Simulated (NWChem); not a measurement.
CrNH₃S₂O; SMILES [Cr](=[NH])([SH])(=[S])[OH]

```xyz
8

Cr    -0.2288     0.1190     0.0074
N     -1.0848     0.0539    -1.3429
H     -1.1579     0.4035    -2.3011
S      1.1468     1.5495    -0.0784
O     -1.2832     0.3180     1.3885
H     -2.2283     0.1999     1.1944
S      0.9013    -1.8018     0.0977
H     -0.0018    -2.5710    -0.5506
```
Atoms are numbered in this order, from 1.

Results from NWChem. The geometry was optimised at B3LYP/6-31G* (spherical d). No frequency run checked for a minimum. Vzz is the largest principal value of the second derivative of the potential at the nucleus (NWChem prints the opposite sign); η is the asymmetry. Non-relativistic.

**Question.** Predict the results for PBE0/def2-TZVP. Quantities: Vzz Cr1 (a.u.); η Cr1; Vzz N2 (a.u.); η N2; Vzz S4 (a.u.); η S4; Vzz O5 (a.u.); η O5.

**Answer.** 
| Property | Result |
|---|---|
| Vzz Cr1 (a.u.) | 0.241 |
| η Cr1 | 0.55 |
| Vzz N2 (a.u.) | 0.261 |
| η N2 | 0.95 |
| Vzz S4 (a.u.) | 1.002 |
| η S4 | 0.84 |
| Vzz O5 (a.u.) | 1.037 |
| η O5 | 0.37 |
